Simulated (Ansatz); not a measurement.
Ansatz (an electronic-structure program) input (B3LYP-D3(BJ)/def2-TZVP):

Ansatz 0.2 input:
```yaml
crystal:
  periodic: [false, false, false]
  atoms:
    - {symbol: O, position_ang: [0.00398660, 1.10457828, -1.49337646]}
    - {symbol: Ge, position_ang: [0.01194120, 0.28992550, -0.04791193]}
    - {symbol: O, position_ang: [-1.13007960, 0.73398664, 1.13392997]}
    - {symbol: O, position_ang: [-0.51900183, -1.18058489, -0.90066456]}
    - {symbol: O, position_ang: [1.49583417, -0.05653215, 0.73412128]}
    - {symbol: H, position_ang: [-0.86825441, 0.59832205, 2.04389719]}
    - {symbol: H, position_ang: [-1.24273342, -1.07296844, -1.51998528]}
    - {symbol: H, position_ang: [2.22545182, -0.29667389, 0.16431555]}
basis:
  gaussian:
    orbitals: def2-TZVP
hamiltonian:
  xc: b3lyp
  dispersion: d3bj
magnetization: {spin_polarized: true, initial_magnetization: 1}
relax: {f_tol: 0.002, max_steps: 150}
```

End of the output:

```
mean field evaluation 224: about -64760.6789 eV, gradient 2.5e-5 eV
mean field -64760.67891840 eV, -2379.9110538863 hartree, gradient 5.8e-6 eV, S^2 0.753382; 0 other end points of the search recorded, 0 dependent functions left out
the calculation of the forces begins
reference -64760.67914433 eV, -2379.9110621891 hartree; 34, 33 occupied and 156, 157 virtual orbitals, 1125 factors
relax step  15: F+E_penalty+E_count = -64760.91853855 eV  Δ(F+E_penalty+E_count) = -3.973e-6 eV  max|allowed force component| = 2.684e-3 eV/Å  Δτ_max = 0.0025 Å  (54 SCF iters, accepted)
these checks for a lower state are left out or cut short: starts, cluster_reference, orbital_swaps, neighbouring_geometries, increment
integrals: 0.11 GiB planned
1125 factors; their error is unknown
mean field: 1.41 GiB planned
mean field -64760.67892824 eV, -2379.9110542482 hartree, gradient 5.2e-6 eV, S^2 0.753380; 0 other end points of the search recorded, 0 dependent functions left out
the calculation of the forces begins
reference -64760.67915422 eV, -2379.9110625526 hartree; 34, 33 occupied and 156, 157 virtual orbitals, 1125 factors
relax step  16: F+E_penalty+E_count = -64760.91854147 eV  Δ(F+E_penalty+E_count) = -2.918e-6 eV  max|allowed force component| = 1.749e-3 eV/Å  Δτ_max = 0.0036 Å  (63 SCF iters, accepted)
integrals: 0.11 GiB planned
1125 factors; their error is unknown
mean field: 1.41 GiB planned
mean field evaluation 256: about -64760.6784 eV, gradient 2.8e-2 eV
mean field -64760.67892824 eV, -2379.9110542482 hartree, gradient 5.2e-6 eV, S^2 0.753380; 3 other end points of the search recorded, 0 dependent functions left out
the calculation of the forces begins
reference -64760.67915422 eV, -2379.9110625526 hartree; 34, 33 occupied and 156, 157 virtual orbitals, 1125 factors
Total energy: -64760.91876745 eV, -2379.9198681763 hartree
Atom 0 at    -0.088620     1.449612    -1.424529 Å, force    -0.000265     0.000277     0.000114 eV/Å
Atom 1 at    -0.027577     0.237031    -0.103276 Å, force     0.001469    -0.000913     0.000382 eV/Å
Atom 2 at    -1.153962     0.796465     1.125522 Å, force     0.000679    -0.000328    -0.000701 eV/Å
Atom 3 at    -0.418742    -1.286022    -0.912164 Å, force     0.000069     0.000571     0.000850 eV/Å
Atom 4 at     1.520891     0.013345     0.704834 Å, force    -0.000357    -0.001013    -0.001749 eV/Å
Atom 5 at    -0.807334     0.664680     2.015854 Å, force    -0.000216     0.000139     0.000322 eV/Å
Atom 6 at    -1.183220    -1.220714    -1.496008 Å, force    -0.000206     0.000014    -0.000339 eV/Å
Atom 7 at     2.135708    -0.534344     0.204094 Å, force    -0.001172     0.001253     0.001121 eV/Å
Dipole moment:     0.062456    -0.306861     0.072234 e Å
```

It need not be the lowest isomer of its formula.
